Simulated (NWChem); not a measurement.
System: C$_{5}$H$_{3}$Br; SMILES C#CC(Br)=C=C

NWChem input:

```
start job
memory heap 200 mb stack 900 mb global 1100 mb
geometry units angstroms noautoz
  C      2.558371     1.465442     0.000000
  C      1.399908     1.063532     0.000000
  C      0.069005     0.580978     0.000000
  Br    -0.127815    -1.349772     0.000000
  C     -1.025681     1.327546     0.000000
  C     -2.108473     2.071519     0.000000
  H      3.578185     1.823773     0.000000
  H     -2.583256     2.397837     0.943013
  H     -2.583256     2.397837    -0.943013
end
basis spherical
  * library 6-31g*
end
dft
  xc xtpss03 ctpss03
  iterations 150
  convergence energy 1d-9 density 1d-8 gradient 1d-7
  tolerances tight
end
task dft gradient
```

NWChem printed, in part:

```
             Northwest Computational Chemistry Package (NWChem) 7.3.0
             --------------------------------------------------------

 CS  symmetry detected

                             Geometry "geometry" -> ""
                             -------------------------

 Output coordinates in angstroms (scale by  1.889725989 to convert to a.u.)

  No.       Tag          Charge          X              Y              Z
 ---- ---------------- ---------- -------------- -------------- --------------
    1 C                    6.0000     2.52351478     1.56390571     0.00000000
    2 C                    6.0000     1.37745875     1.12787388     0.00000000
    3 C                    6.0000     0.06142590     0.60612806     0.00000000
    4 Br                  35.0000    -0.07814510    -1.32960271     0.00000000
    5 C                    6.0000    -1.05488347     1.31995899     0.00000000
    6 C                    6.0000    -2.15922723     2.03154820     0.00000000
    7 H                    1.0000     3.53227280     1.95227273     0.00000000
    8 H                    1.0000    -2.64346323     2.34366649     0.94301300
    9 H                    1.0000    -2.64346323     2.34366649    -0.94301300

 Effective nuclear repulsion energy (a.u.)     318.9417944748

      Symmetry information
      --------------------

 Group name             Cs
 Group number              2
 Group order               2
 No. of unique centers     8

                                 NWChem DFT Module
                                 -----------------

 Summary of "ao basis" -> "ao basis" (spherical)
 ------------------------------------------------------------------------------
       Tag                 Description            Shells   Functions and Types
 ---------------- ------------------------------  ------  ---------------------
 C                           6-31g*                  6       14   3s2p1d
 Br                          6-31g*                 12       32   5s4p3d
 H                           6-31g*                  2        2   2s

      Symmetry analysis of basis
      --------------------------

        a'         76
        a"         32

  itol2e modified to match energy
  convergence criterion.
  tol_rho modified to match energy
  convergence criterion.

            General Information
            -------------------
          SCF calculation type: DFT
          Wavefunction type:  closed shell.
          No. of atoms     :     9
          No. of electrons :    68
           Alpha electrons :    34
            Beta electrons :    34
          Charge           :     0
          Spin multiplicity:     1
          Use of symmetry is: on ; symmetry adaption is: on
          Maximum number of iterations: 150
          AO basis - number of functions:   108
                     number of shells:    48
          Convergence on energy requested:  1.00D-09
          Convergence on density requested:  1.00D-08
          Convergence on gradient requested:  1.00D-07

              XC Information
              --------------
                  TPSS metaGGA Exchange Functional  1.000
             TPSS03 metaGGA Correlation Functional  1.000

             Grid Information
             ----------------
          Grid used for XC integration:  medium
          Radial quadrature: Mura-Knowles
          Angular quadrature: Lebedev.
          Tag              B.-S. Rad. Rad. Pts. Rad. Cut. Ang. Pts.
          ---              ---------- --------- --------- ---------
          C                   0.70       49          13.0       434
          Br                  1.15      112          11.0       590
          H                   0.35       45          13.0       434
          Grid pruning is: on
          Number of quadrature shells:   447
          Spatial weights used:  Erf1

      Superposition of Atomic Density Guess
      -------------------------------------

 Sum of atomic energies:       -2761.88324689

      Non-variational initial energy
      ------------------------------

 Total energy =   -2764.713590
 1-e energy   =   -4469.913810
 2-e energy   =    1386.258426
 HOMO         =      -0.235360
 LUMO         =      -0.037852

      Symmetry analysis of molecular orbitals - initial
      -------------------------------------------------

  Numbering of irreducible representations:

     1 a'          2 a"

  Orbital symmetries:

     1 a'          2 a'          3 a'          4 a'          5 a"
     6 a'          7 a'          8 a'          9 a'         10 a'
    11 a'         12 a'         13 a'         14 a"         15 a'
    16 a'         17 a"         18 a'         19 a"         20 a'
    21 a'         22 a'         23 a'         24 a'         25 a'
    26 a'         27 a"         28 a'         29 a"         30 a'
    31 a"         32 a'         33 a'         34 a"         35 a'
    36 a"         37 a'         38 a'         39 a"         40 a'
    41 a'         42 a"         43 a'         44 a'

   convergence    iter        energy       DeltaE   RMS-Dens  Diis-err
 ---------------- ----- ----------------- --------- --------- ---------
 d= 0,ls=0.0,diis     1  -2765.9022398668 -3.08D+03  1.68D-02  6.77D-01
 d= 0,ls=0.0,diis     2  -2765.8108274899  9.14D-02  1.31D-02  1.38D+00
 d= 0,ls=0.0,diis     3  -2765.9296041562 -1.19D-01  5.50D-03  4.12D-01
 d= 0,ls=0.0,diis     4  -2765.9706031178 -4.10D-02  2.34D-03  1.15D-01
 d= 0,ls=0.0,diis     5  -2765.9855034860 -1.49D-02  8.42D-04  4.74D-03
 d= 0,ls=0.0,diis     6  -2765.9858787138 -3.75D-04  4.53D-04  2.14D-03
 d= 0,ls=0.0,diis     7  -2765.9862611238 -3.82D-04  6.18D-05  2.28D-05
 d= 0,ls=0.0,diis     8  -2765.9862642935 -3.17D-06  1.86D-05  4.65D-06
 d= 0,ls=0.0,diis     9  -2765.9862646911 -3.98D-07  9.00D-06  1.28D-06
 d= 0,ls=0.0,diis    10  -2765.9862648717 -1.81D-07  2.16D-06  3.45D-08
 d= 0,ls=0.0,diis    11  -2765.9862648765 -4.78D-09  4.18D-07  1.27D-09
 d= 0,ls=0.0,diis    12  -2765.9862648767 -1.86D-10  1.07D-07  7.11D-11
 d= 0,ls=0.0,diis    13  -2765.9862648767 -2.46D-11  1.75D-08  1.74D-12
 d= 0,ls=0.0,diis    14  -2765.9862648767 -1.00D-11  3.07D-09  5.89D-14

         Total DFT energy =    -2765.986264876689
      One electron energy =    -4473.288439762775
           Coulomb energy =     1507.694593815462
    Exchange-Corr. energy =     -119.334213404146
 Nuclear repulsion energy =      318.941794474769

 Numeric. integr. density =       67.999998300697

                  Occupations of the irreducible representations
                  ----------------------------------------------

                     irrep           alpha         beta
                     --------     --------     --------
                     a'               26.0         26.0
                     a"                8.0          8.0

                       DFT Final Molecular Orbital Analysis
                       ------------------------------------

 Vector   32  Occ=2.000000D+00  E=-2.575517D-01  Symmetry=a"
              MO Center=  7.6D-01, -2.1D-01,  8.6D-12, r^2= 4.1D+00
   Bfn.  Coefficient  Atom+Function         Bfn.  Coefficient  Atom+Function
  ----- ------------  ---------------      ----- ------------  ---------------
    55      0.612207  4 Br pz                19     -0.283026  2 C  pz
    51     -0.273905  4 Br pz                 5     -0.271629  1 C  pz
    59      0.264784  4 Br pz                23     -0.164515  2 C  pz
     9     -0.162804  1 C  pz                47      0.082159  4 Br pz
    33     -0.028042  3 C  pz

 Vector   33  Occ=2.000000D+00  E=-2.418718D-01  Symmetry=a'
              MO Center=  5.1D-01,  4.3D-01, -5.9D-17, r^2= 5.4D+00
   Bfn.  Coefficient  Atom+Function         Bfn.  Coefficient  Atom+Function
  ----- ------------  ---------------      ----- ------------  ---------------
    53      0.512344  4 Br px                 4      0.281824  1 C  py
    18      0.261567  2 C  py                49     -0.227422  4 Br px
    57      0.210791  4 Br px                 8      0.183051  1 C  py
    92     -0.179743  6 C  py                22      0.141880  2 C  py
    78     -0.137996  5 C  py                96     -0.131551  6 C  py

 Vector   34  Occ=2.000000D+00  E=-2.135098D-01  Symmetry=a"
              MO Center=  2.6D-01,  7.9D-01,  3.2D-16, r^2= 4.7D+00
   Bfn.  Coefficient  Atom+Function         Bfn.  Coefficient  Atom+Function
  ----- ------------  ---------------      ----- ------------  ---------------
    55      0.363939  4 Br pz                79     -0.334894  5 C  pz
     5      0.292241  1 C  pz                33     -0.265066  3 C  pz
    83     -0.234765  5 C  pz                 9      0.207628  1 C  pz
    19      0.183063  2 C  pz                59      0.176068  4 Br pz
    37     -0.169674  3 C  pz                51     -0.160863  4 Br pz

 Vector   35  Occ=0.000000D+00  E=-8.176312D-02  Symmetry=a'
              MO Center= -3.5D-01,  4.3D-01, -2.5D-16, r^2= 5.5D+00
   Bfn.  Coefficient  Atom+Function         Bfn.  Coefficient  Atom+Function
  ----- ------------  ---------------      ----- ------------  ---------------
    54      0.480742  4 Br py                58      0.446078  4 Br py
    34     -0.413161  3 C  s                 96     -0.294704  6 C  py
    36      0.286297  3 C  py                32      0.280405  3 C  py
    92     -0.248867  6 C  py                52     -0.227508  4 Br s
     8     -0.211728  1 C  py                50     -0.201849  4 Br py

 Vector   36  Occ=0.000000D+00  E=-6.235558D-02  Symmetry=a"
              MO Center=  2.5D-02,  1.3D+00,  8.8D-17, r^2= 4.5D+00
   Bfn.  Coefficient  Atom+Function         Bfn.  Coefficient  Atom+Function
  ----- ------------  ---------------      ----- ------------  ---------------
    79      0.425238  5 C  pz                83      0.409950  5 C  pz
     9      0.340843  1 C  pz                37     -0.321822  3 C  pz
    33     -0.312467  3 C  pz                 5      0.298061  1 C  pz
   106     -0.293628  8 H  s                108      0.293628  9 H  s
    23     -0.194894  2 C  pz                19     -0.171113  2 C  pz

 Vector   37  Occ=0.000000D+00  E= 5.365962D-03  Symmetry=a'
              MO Center= -2.9D-01,  1.1D+00,  4.7D-16, r^2= 4.9D+00
   Bfn.  Coefficient  Atom+Function         Bfn.  Coefficient  Atom+Function
  ----- ------------  ---------------      ----- ------------  ---------------
    34      0.517683  3 C  s                 81      0.393623  5 C  px
    21      0.382843  2 C  px                96     -0.380664  6 C  py
    58     -0.335990  4 Br py                78      0.334295  5 C  py
     8      0.332541  1 C  py                82      0.298253  5 C  py
    20     -0.292013  2 C  s                 35      0.292256  3 C  px

     Multipole analysis of the density
     ---------------------------------

     L   x y z        total         alpha         beta         nuclear
     -   - - -        -----         -----         ----         -------
     0   0 0 0     -0.000000    -34.000000    -34.000000     68.000000

     1   1 0 0     -0.157285     -0.078643     -0.078643      0.000000
     1   0 1 0      0.750252      0.375126      0.375126     -0.000000
     1   0 0 1     -0.000000     -0.000000     -0.000000      0.000000

     2   2 0 0    -27.443103   -211.795069   -211.795069    396.147034
     2   1 1 0     -0.638605      5.587063      5.587063    -11.812731
     2   1 0 1     -0.000000     -0.000000     -0.000000      0.000000
     2   0 2 0    -31.924358   -259.508874   -259.508874    487.093390
     2   0 1 1     -0.000000     -0.000000     -0.000000      0.000000
     2   0 0 2    -34.956583    -20.653944    -20.653944      6.351306

  itol2e modified to match energy
  convergence criterion.

            General Information
            -------------------
          SCF calculation type: DFT
          Wavefunction type:  closed shell.
          No. of atoms     :     9
          No. of electrons :    68
           Alpha electrons :    34
            Beta electrons :    34
          Charge           :     0
          Spin multiplicity:     1
          Use of symmetry is: on ; symmetry adaption is: on
          Maximum number of iterations: 150
          AO basis - number of functions:   108
                     number of shells:    48
          Convergence on energy requested:  1.00D-09
          Convergence on density requested:  1.00D-08
          Convergence on gradient requested:  1.00D-07

              XC Information
              --------------
                  TPSS metaGGA Exchange Functional  1.000
             TPSS03 metaGGA Correlation Functional  1.000

             Grid Information
             ----------------
          Grid used for XC integration:  medium
          Radial quadrature: Mura-Knowles
          Angular quadrature: Lebedev.
          Tag              B.-S. Rad. Rad. Pts. Rad. Cut. Ang. Pts.
          ---              ---------- --------- --------- ---------
          C                   0.70       49          13.0       434
          Br                  1.15      112          11.0       590
          H                   0.35       45          13.0       434
          Grid pruning is: on
          Number of quadrature shells:   447
          Spatial weights used:  Erf1

          Convergence Information
          -----------------------
          Convergence aids based upon iterative change in
          total energy or number of iterations.
          Levelshifting, if invoked, occurs when the
          HOMO/LUMO gap drops below (HL_TOL):  1.00D-02
          DIIS, if invoked, will attempt to extrapolate
          using up to (NFOCK): 10 stored Fock matrices.

                    Damping( 0%)  Levelshifting(0.5)       DIIS
                  --------------- ------------------- ---------------
          dE  on:    start            ASAP                start
          dE off:    2 iters        150 iters           150 iters

                            NWChem DFT Gradient Module
                            --------------------------

  charge          =   0.00
  wavefunction    = closed shell

  Using symmetry

                         DFT ENERGY GRADIENTS

    atom               coordinates                        gradient
                 x          y          z           x          y          z
   1 C       4.768751   2.955353   0.000000    0.005750   0.002298   0.000000
   2 C       2.603020   2.131373   0.000000   -0.011535  -0.004566   0.000000
   3 C       0.116078   1.145416   0.000000    0.003476  -0.010298   0.000000
   4 Br     -0.147673  -2.512585   0.000000    0.000507   0.004957   0.000000
   5 C      -1.993441   2.494361   0.000000   -0.003228   0.002200   0.000000
   6 C      -4.080348   3.839069   0.000000    0.003302  -0.002127   0.000000
   7 H       6.675028   3.689261   0.000000    0.008612   0.003192   0.000000
   8 H      -4.995421   4.428887   1.782036   -0.003442   0.002172   0.007671
   9 H      -4.995421   4.428887  -1.782036   -0.003442   0.002172  -0.007671
```

Level: TPSS/6-31G* (spherical d). The geometry was optimised at PBE-D3(BJ)/def2-SVP.
